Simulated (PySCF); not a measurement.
**Where the electron goes**

Compound: C₅H₆F₂O.
Z-matrix (Å and degrees, GFN2-xTB geometry), rows numbered from 1:
```
C 
C   1  1.5050
C   2  1.4914  1  120.80
C   3  1.5126  2   60.90  1  -107.46
F   4  1.3643  2  117.00  3  -106.19
C   4  1.4678  2  121.26  3   110.75
O   6  1.1781  4  130.62  2   142.47
F   6  1.3754  4  109.75  2   -36.86
H   1  1.0870  2  110.85  3    35.18
H   1  1.0880  2  109.59  3   -85.06
H   1  1.0880  2  110.44  3   155.46
H   2  1.0836  1  114.67  3   148.53
H   3  1.0789  2  119.75  4  -106.84
H   3  1.0795  2  118.02  4   104.70
```

Method: TDDFT CAM-B3LYP/def2-SVPD, vertical, gas phase, core orbitals frozen in the response in PySCF 2.14.0, density-fitted response routines.

Kohn–Sham orbitals with the atoms that hold most of them (Löwdin shares over 4%, at most four atoms; ? is withheld):

```tsv
orbital	ε (eV)	atoms
LUMO+2	1.73	C1 16%, C6 14%, F8 12%, H9 10%
LUMO+1	1.06	C1 15%, C6 13%, C2 11%, C3 11%
LUMO	0.27	?
HOMO	-10.20	C4 25%, C2 20%, F5 16%, C3 10%
HOMO-1	-10.48	?
HOMO-2	-11.45	O7 39%, C3 13%, C2 11%, F8 7%
HOMO-3	-12.34	C2 26%, C1 25%, C3 13%, H12 10%
```

Give the leading atoms of the HOMO-1.

O7 (bonded to C) 30%; C3 (bonded to 2 C and 2 H) 21%; C4 (bonded to 3 C and F) 11%; C2 (bonded to 3 C and H) 10%. By element: carbon 41% or more, oxygen 30%.

Which atoms hold the LUMO, and with what shares?

C6 (bonded to C, F and O) 36%; O7 (bonded to C) 30%; F8 (bonded to C) 8%; C3 (bonded to 2 C and 2 H) 7%. By element: carbon 43% or more, oxygen 30%, fluorine 8% or more.

How does S1 compare with the orbital gap of 10.47 eV?

S1 is at 6.06 eV (f = 0.0021), 4.41 eV below the gap, made of HOMO-1→LUMO (59%), HOMO-2→LUMO (28%), HOMO→LUMO (9%). Its leading pair isn't HOMO and LUMO; the energies of that pair differ by 10.75 eV. Without the coupling terms of the response equations the lowest excitation would equal the gap.

Give energy, strength and leading configuration of S2, S4 and S5, and follow the Löwdin shares of the leading atoms from the occupied to the empty orbital.

- S2 (7.27 eV, f 0.310), HOMO→LUMO (86%): C4 25% → at most 8%, C2 20% → at most 8%, C6 at most 10% → 36%, O7 at most 10% → 30%
- S4 (8.18 eV, f 0.0045), HOMO→LUMO+1 (81%): C4 25% → at most 11%, C2 20% → 11%, C1 at most 10% → 15%, C6 at most 10% → 13%
- S5 (8.54 eV, f 0.0057), HOMO-1→LUMO+1 (80%): O7 30% → at most 11%, C3 21% → 11%, C1 at most 10% → 15%, C6 at most 10% → 13%

Löwdin shares depend on the basis, the more so with diffuse functions.

One conformer stands for the species.
